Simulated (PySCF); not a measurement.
Ligands exchanged one at a time, Sn C2H5-SH. All species are isolated molecules in the gas phase. One relaxed conformer stands for each flexible species; it need not be the lowest. Strings in code marks are SMILES.

The HOMO from two functionals at the same geometries (B3LYP-D3(BJ)/def2-SVP), both in PySCF: PBE-D3(BJ)/def2-TZVP and TPSSh-D3(BJ)/def2-TZVP. 

```tsv
species	PBE-D3(BJ)/def2-TZVP (eV)	TPSSh-D3(BJ)/def2-TZVP (eV)
0 of 4 C2H5 replaced by SH (`C[CH2][Sn]([CH2]C)([CH2]C)[CH2]C`)	-5.87	-6.39
2 of 4 C2H5 replaced by SH (`C[CH2][Sn]([SH])([SH])[CH2]C`)	-5.74	-6.30
3 of 4 C2H5 replaced by SH	-6.10	-6.66
4 of 4 C2H5 replaced by SH (`[SH][Sn]([SH])([SH])[SH]`)	-6.46	-7.06
```

Over these rows, drawn at random from the members with no instability flagged (it was tested for open shells, ions and some series alone), PBE minus TPSSh-D3(BJ): mean +0.56 eV, from +0.52 eV to +0.60 eV.
